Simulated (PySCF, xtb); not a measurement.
C7H9O, SMILES c1c(ccc(c1)[OH2+])C, charge +1.

GFN2-xTB (xtb) at its own geometry gives an orbital gap of 4.37 eV.

Coordinates come from a PBE0-D3(BJ)/def2-SVP optimisation. The isomer is the one that the SMILES or the coordinates give; other isomers of the formula were not compared.

Problem. What does PySCF with PBE/def2-SVP give? (An estimate is asked for; the answer gives what the named calculation found.)

Solution. gap 4.46 eV (levels -10.53 and -6.07 eV).
